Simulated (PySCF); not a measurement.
A TDDFT job was run through a driver script with this input:

```
{"job": {"kind": "uv", "xc": "CAM-B3LYP", "basis": "def2-SVPD", "ip": true, "nstates": 10}, "charge": 0, "multiplicity": 1}
Sn     1.514387    -0.124722     0.695086
F      1.241288    -1.218022    -0.864813
F      3.235753     0.694205     0.533854
F      1.708068    -1.348940     2.154569
S     -0.325066     1.345499     0.814718
Si    -1.588091     0.287219    -0.628730
H     -1.055531     0.449669    -2.005721
H     -1.708817    -1.145633    -0.252447
H     -2.889242     0.991284    -0.472186
```

Level of theory: TDDFT CAM-B3LYP/def2-SVPD, vertical, gas phase, core orbitals frozen in the response, def2 core potentials past Kr in PySCF. Job line and output are in the format of a driver script around the code.

Q: Give the output without the SCF cycles.

A: 
```
converged SCF energy = -1202.9499106878

Static polarisability (au): isotropic 82.377, principal 69.397 76.801 100.934

Singlet excitations
state   eV       nm        f      main configurations
  1   4.2050    294.8   0.00704   H->L 0.96
  2   5.9317    209.0   0.06477   H-1->L 0.76, H-2->L 0.19
  3   6.4073    193.5   0.00762   H->L+1 0.92
  4   6.6225    187.2   0.16972   H-2->L 0.69, H-1->L 0.15
  5   6.9835    177.5   0.00718   H->L+2 0.87
  6   7.1166    174.2   0.00208   H-5->L 0.79
  7   7.1914    172.4   0.01646   H-4->L 0.38, H->L+3 0.14, H-6->L 0.11
  8   7.2121    171.9   0.00811   H-6->L 0.45, H-5->L 0.11, H-8->L 0.11
  9   7.3613    168.4   0.00082   H-3->L 0.45, H-8->L 0.31
 10   7.4558    166.3   0.04939   H-7->L 0.41, H-9->L 0.38

Triplet excitations (Tamm-Dancoff, eV): 3.7346 5.0179 5.8996 6.0537
Vertical ionisation energy (delta-SCF) = 10.8067 eV
Vertical electron affinity (delta-SCF) = 1.5285 eV
```

Isolated species at its PBE0-D3(BJ)/def2-SVP geometry, gas phase. Atoms past krypton carry effective core potentials; spin–orbit coupling is left out.

H and L stand for HOMO and LUMO.

The vertical ionisation energy (ΔSCF) is 10.81 eV, 3.35 eV above S10.
